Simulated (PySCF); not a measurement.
SMILES C[SiH2]S (CH₆SSi), PBE0/def2-SVP optimised geometry.

```
9

C      1.71    -0.52     0.00
Si    -0.16    -0.52     0.00
S     -0.77     1.55     0.00
H      2.10    -0.01     0.89
H      2.09    -1.55     0.00
H      2.10     0.00    -0.89
H     -0.70    -1.22     1.21
H     -0.70    -1.22    -1.21
H     -2.10     1.29     0.02
```

Density from PySCF with PBE0/def2-TZVP at that geometry.

Minimum of the electron density along straight lines between bonded atoms, close to the bond critical point (lines longer than 1.1 times the sum of covalent radii, or with two minima, are not listed):

```csv
bond,length / Å,ρ at the minimum / e bohr⁻³,∇²ρ there / e bohr⁻⁵,position (fraction from the first atom)
C1–Si2,1.872,0.122,0.19,0.61
Si2–S3,2.156,0.096,0.09,0.36
C1–H4,1.101,0.267,-0.88,0.64
C1–H5,1.101,0.266,-0.87,0.64
C1–H6,1.101,0.267,-0.88,0.64
Si2–H7,1.496,0.120,0.14,0.49
Si2–H8,1.496,0.120,0.14,0.49
S3–H9,1.351,0.209,-0.59,0.64
```
